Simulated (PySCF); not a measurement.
H₃InO₂, SMILES [OH][InH][OH].

Coordinates come from a B3LYP-D3(BJ)/def2-TZVP optimisation. The def2 effective core potentials stand for the cores of In; spin–orbit coupling is left out. One conformer was computed; it need not be the lowest.

Level of theory: M06-2X/def2-TZVPD (PySCF).

Symmetry labels are those of the subgroup Cs that the program uses (full group Cs).

Computed valence orbital energies around the gap with their symmetry:
```json
[
 {"orbital": "HOMO−7", "symmetry": "A'", "energy (eV)": "-23.89"},
 {"orbital": "HOMO−6", "symmetry": "A'", "energy (eV)": "-14.90"},
 {"orbital": "HOMO−5", "symmetry": "A'", "energy (eV)": "-14.16"},
 {"orbital": "HOMO−4", "symmetry": "A'", "energy (eV)": "-12.31"},
 {"orbital": "HOMO−3", "symmetry": "A\"", "energy (eV)": "-10.52"},
 {"orbital": "HOMO−2", "symmetry": "A'", "energy (eV)": "-10.51"},
 {"orbital": "HOMO−1", "symmetry": "A'", "energy (eV)": "-10.25"},
 {"orbital": "HOMO", "symmetry": "A\"", "energy (eV)": "-10.05"},
 {"orbital": "LUMO", "symmetry": "A\"", "energy (eV)": "-0.80"},
 {"orbital": "LUMO+1", "symmetry": "A'", "energy (eV)": "-0.68"},
 {"orbital": "LUMO+2", "symmetry": "A'", "energy (eV)": "0.10"},
 {"orbital": "LUMO+3", "symmetry": "A'", "energy (eV)": "0.40"}
]
```
